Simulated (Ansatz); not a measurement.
def2 core potentials replace the inner electrons of Sn.

B3LYP has the VWN-RPA correlation part, as in Gaussian. 

Cartesian coordinates (Å):
```xyz
12

C      2.0884    -0.3267     0.8926
C      1.4984    -0.1829    -0.2965
Sn    -0.5954     0.0696    -0.3643
O     -1.1846     0.1943     1.5248
O     -1.2650     1.6795    -1.3056
O     -1.5789    -1.4082    -1.2312
H      1.5143    -0.3209     1.8256
H      3.1737    -0.4558     0.9807
H      2.0770    -0.1878    -1.2258
H     -1.9482    -0.3729     1.6853
H     -1.5163     2.3644    -0.6736
H     -2.2633    -1.0525    -1.8118
```
Charge 0, spin multiplicity 1.

Task: Predict the LUMO, vertical ionisation energy (Delta-SCF), dipole moment, hole reorganisation energy (four-point) and total energy from B3LYP-D3(BJ)/def2-TZVP // PBE0-D3(BJ)/def2-SVP (Ansatz, a quantum-chemistry and plane-wave program).

Result: 
| Quantity | Value |
|---|---|
| LUMO | -1.29 eV |
| vertical ionisation energy (Delta-SCF) | 10.17 eV |
| dipole moment | 0.97 D |
| hole reorganisation energy (four-point) | 1.758 eV |
| total energy | -520.0515 Ha |
